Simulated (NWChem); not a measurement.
System: Si$_{2}$NH$_{7}$O; SMILES N[Si@H](O)[SiH3]

Input file for NWChem:

```
start job
memory heap 200 mb stack 900 mb global 1100 mb
geometry units angstroms noautosym nocenter noautoz
  N     -1.412741     1.244826    -0.301445
  Si     0.023861     0.578103     0.363411
  O      1.391547     1.252767    -0.333840
  Si     0.013944    -1.736310    -0.049385
  H     -1.731463     2.159557    -0.000984
  H     -1.647182     1.081540    -1.274248
  H     -0.010512     0.874619     1.829879
  H      2.236072     0.848265    -0.112940
  H     -0.261312    -1.997333    -1.499014
  H     -1.027844    -2.440759     0.761268
  H      1.343870    -2.349075     0.272247
end
basis spherical
  N library def2-svp
  Si library def2-svp
  O library def2-svp
  H library def2-svp
end
dft
  xc m06-2x
  iterations 150
end
cosmo
  do_cosmo_smd true
  solvent chcl3
end
task dft energy
```

Output (shortened):

```
             Northwest Computational Chemistry Package (NWChem) 7.3.0
             --------------------------------------------------------

                             Geometry "geometry" -> ""
                             -------------------------

 Output coordinates in angstroms (scale by  1.889725989 to convert to a.u.)

  No.       Tag          Charge          X              Y              Z
 ---- ---------------- ---------- -------------- -------------- --------------
    1 N                    7.0000    -1.41274100     1.24482600    -0.30144500
    2 Si                  14.0000     0.02386100     0.57810300     0.36341100
    3 O                    8.0000     1.39154700     1.25276700    -0.33384000
    4 Si                  14.0000     0.01394400    -1.73631000    -0.04938500
    5 H                    1.0000    -1.73146300     2.15955700    -0.00098400
    6 H                    1.0000    -1.64718200     1.08154000    -1.27424800
    7 H                    1.0000    -0.01051200     0.87461900     1.82987900
    8 H                    1.0000     2.23607200     0.84826500    -0.11294000
    9 H                    1.0000    -0.26131200    -1.99733300    -1.49901400
   10 H                    1.0000    -1.02784400    -2.44075900     0.76126800
   11 H                    1.0000     1.34387000    -2.34907500     0.27224700

 Effective nuclear repulsion energy (a.u.)     225.9531464209

                                 NWChem DFT Module
                                 -----------------

 Summary of "ao basis" -> "ao basis" (spherical)
 ------------------------------------------------------------------------------
       Tag                 Description            Shells   Functions and Types
 ---------------- ------------------------------  ------  ---------------------
 N                          def2-svp                 6       14   3s2p1d
 Si                         def2-svp                 8       18   4s3p1d
 O                          def2-svp                 6       14   3s2p1d
 H                          def2-svp                 3        5   2s1p

 in cosmo_initialize ...
 calling solv_data for solv:chcl3

 solvent parameters
 solvname_short: chcl3
 solvname_long:  chloroform
 dielec:        4.7113
 dielecinf:     2.0906
 nonaqueous SMD model solvent descriptors
 dielec:        4.7113
 sola:          0.1500
 solb:          0.0200
 solc:          0.0000
 solg:         38.3900
 solh:          0.7500
 soln:          1.4459

[...]

                                COSMO-SMD solvation results
                                ---------------------------

             internal energy in gas <Psi(g)|H|Psi(g)> =      -712.845754033545
         internal energy in solvent <Psi(s)|H|Psi(s)> =      -712.845211334082
                               delta internal energy  =         0.000542699462 (    0.34 kcal/mol)
   total free energy in solvent <Psi(s)|H+V/2|Psi(s)> =      -712.854052381297
 polarization energy contribution <Psi(s)|V/2|Psi(s)> =        -0.008841047215 (   -5.55 kcal/mol)
    total free energy in solvent including G(SMD-CDS) =      -712.853454339795
                       G(SMD-CDS) energy contribution =         0.000598041502 (    0.38 kcal/mol)
     1 M fixed-concentration free energy of solvation =        -0.007700306250 (   -4.83 kcal/mol)

                       DFT Final Molecular Orbital Analysis
                       ------------------------------------

 Vector   23  Occ=2.000000D+00  E=-3.902727D-01
              MO Center=  3.7D-01,  4.2D-01,  2.3D-01, r^2= 4.2D+00
   Bfn.  Coefficient  Atom+Function         Bfn.  Coefficient  Atom+Function
  ----- ------------  ---------------      ----- ------------  ---------------
    38      0.395028   3 O  pz               41      0.298755   3 O  pz
    75     -0.233647   7 H  s                76     -0.175806   7 H  s
     4     -0.162868   1 N  px               24     -0.145572   2 Si pz
    90      0.145576  10 H  s                 3      0.134428   1 N  s
     7      0.118841   1 N  px               18     -0.111948   2 Si s

 Vector   24  Occ=2.000000D+00  E=-3.376282D-01
              MO Center= -9.4D-01,  8.7D-01, -5.7D-02, r^2= 2.7D+00
   Bfn.  Coefficient  Atom+Function         Bfn.  Coefficient  Atom+Function
  ----- ------------  ---------------      ----- ------------  ---------------
     4      0.351383   1 N  px                7     -0.298261   1 N  px
     5      0.234423   1 N  py                6     -0.215410   1 N  pz
     8     -0.213719   1 N  py                9      0.163928   1 N  pz
    76     -0.157748   7 H  s                75     -0.142790   7 H  s
    23     -0.138867   2 Si py               37      0.121797   3 O  py

 Vector   25  Occ=2.000000D+00  E=-3.150073D-01
              MO Center= -1.3D-01, -4.4D-02,  5.9D-02, r^2= 3.9D+00
   Bfn.  Coefficient  Atom+Function         Bfn.  Coefficient  Atom+Function
  ----- ------------  ---------------      ----- ------------  ---------------
    55      0.264034   4 Si py               58      0.229899   4 Si py
    37      0.219651   3 O  py                5     -0.209212   1 N  py
    23     -0.189364   2 Si py               40      0.186236   3 O  py
     8      0.158749   1 N  py               49      0.158752   4 Si s
     4     -0.151041   1 N  px               75     -0.149742   7 H  s

 Vector   26  Occ=0.000000D+00  E= 4.974056D-02
              MO Center= -9.5D-02, -5.3D-01,  2.9D-02, r^2= 5.3D+00
   Bfn.  Coefficient  Atom+Function         Bfn.  Coefficient  Atom+Function
  ----- ------------  ---------------      ----- ------------  ---------------
    59      0.810753   4 Si pz               86      0.767113   9 H  s
     3      0.655183   1 N  s                96     -0.481961  11 H  s
    26     -0.469668   2 Si py               58     -0.466785   4 Si py
    27      0.381654   2 Si pz               76     -0.353474   7 H  s
    91     -0.338719  10 H  s                66     -0.286614   5 H  s

[...]
```

Level: M06-2X/def2-SVP, SMD on the gas-phase geometry. The geometry was optimised at PBE0/def2-SVP. Solvent: chloroform.
